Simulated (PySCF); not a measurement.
C₄H₃FSi, SMILES C#C[SiH](F)C#C. Atoms are numbered in the order given.

```xyz
9

Si     0.4127     0.4703     0.0000
F     -0.5247     1.7955     0.0000
C      0.0323    -0.5118    -1.4953
C     -0.2032    -1.1678    -2.4890
C      0.0323    -0.5118     1.4953
C     -0.2032    -1.1678     2.4890
H      1.8234     0.9119     0.0000
H     -0.4144    -1.7504    -3.3707
H     -0.4144    -1.7504     3.3707
```
Charge 0, spin multiplicity 1.

Geometry optimised at ωB97X-D3(BJ)/def2-SVP. This is a generated structure with no PubChem entry under its InChIKey; it may be hypothetical.

The numbers are results of PySCF with TDA-M06-2X/def2-SVPD, not measurements.

Vertical excitations. The molecule is in vacuum. State labels are in the subgroup Cs.

Computed excitation energies, oscillator strengths and character:
```json
[
 {"state": "S1", "symmetry": "A\"", "energy (eV)": "5.44", "λ (nm)": "228", "f": "0.000", "main pairs": "HOMO→LUMO 36 %, HOMO−1→LUMO 17 %, HOMO−1→LUMO+1 12 %, HOMO−2→LUMO+5 11 %"},
 {"state": "S2", "symmetry": "A'", "energy (eV)": "5.54", "λ (nm)": "224", "f": "0.000", "main pairs": "HOMO−2→LUMO 41 %, HOMO−3→LUMO+1 13 %, HOMO→LUMO+5 9 %, HOMO−1→LUMO+5 7 %"},
 {"state": "S3", "symmetry": "A\"", "energy (eV)": "6.31", "λ (nm)": "197", "f": "0.005", "main pairs": "HOMO−1→LUMO 26 %, HOMO→LUMO 25 %, HOMO−1→LUMO+1 21 %, HOMO→LUMO+1 10 %"},
 {"state": "S4", "symmetry": "A\"", "energy (eV)": "6.37", "λ (nm)": "195", "f": "0.000", "main pairs": "HOMO→LUMO+1 30 %, HOMO−1→LUMO+1 20 %, HOMO−1→LUMO 18 %, HOMO−3→LUMO+3 12 %"},
 {"state": "S5", "symmetry": "A'", "energy (eV)": "6.49", "λ (nm)": "191", "f": "0.002", "main pairs": "HOMO−2→LUMO 31 %, HOMO−3→LUMO+1 29 %, HOMO→LUMO+3 20 %, HOMO−3→LUMO 7 %"},
 {"state": "S6", "symmetry": "A'", "energy (eV)": "6.54", "λ (nm)": "189", "f": "0.000", "main pairs": "HOMO−3→LUMO 35 %, HOMO−2→LUMO+1 30 %, HOMO−1→LUMO+3 14 %, HOMO→LUMO+5 7 %"},
 {"state": "S7", "symmetry": "A'", "energy (eV)": "8.06", "λ (nm)": "154", "f": "0.011", "main pairs": "HOMO−4→LUMO 34 %, HOMO→LUMO+5 17 %, HOMO−1→LUMO+5 12 %, HOMO−2→LUMO 12 %"},
 {"state": "S8", "symmetry": "A\"", "energy (eV)": "8.07", "λ (nm)": "154", "f": "0.150", "main pairs": "HOMO−2→LUMO+3 33 %, HOMO→LUMO+1 22 %, HOMO−1→LUMO+1 20 %, HOMO−1→LUMO 10 %"},
 {"state": "S9", "symmetry": "A'", "energy (eV)": "8.20", "λ (nm)": "151", "f": "0.024", "main pairs": "HOMO−2→LUMO+1 39 %, HOMO−1→LUMO+3 22 %, HOMO−3→LUMO 13 %, HOMO−2→LUMO+2 9 %"},
 {"state": "S10", "symmetry": "A\"", "energy (eV)": "8.25", "λ (nm)": "150", "f": "0.017", "main pairs": "HOMO→LUMO+2 62 %, HOMO−3→LUMO+3 10 %"},
 {"state": "T1", "symmetry": "A\"", "energy (eV)": "4.99", "λ (nm)": "248", "f": "0", "main pairs": "HOMO−1→LUMO 23 %, HOMO→LUMO 22 %, HOMO→LUMO+1 16 %, HOMO−3→LUMO+5 12 %"},
 {"state": "T2", "symmetry": "A'", "energy (eV)": "5.09", "λ (nm)": "243", "f": "0", "main pairs": "HOMO−3→LUMO 27 %, HOMO−2→LUMO+1 18 %, HOMO−1→LUMO+5 10 %, HOMO−2→LUMO 10 %"},
 {"state": "T3", "symmetry": "A\"", "energy (eV)": "5.41", "λ (nm)": "229", "f": "0", "main pairs": "HOMO→LUMO 40 %, HOMO−1→LUMO 23 %, HOMO−2→LUMO+5 13 %, HOMO→LUMO+1 6 %"},
 {"state": "T4", "symmetry": "A'", "energy (eV)": "5.51", "λ (nm)": "225", "f": "0", "main pairs": "HOMO−2→LUMO 48 %, HOMO→LUMO+5 13 %, HOMO−3→LUMO 9 %"}
]
```
Triplets are in the Tamm–Dancoff approximation.
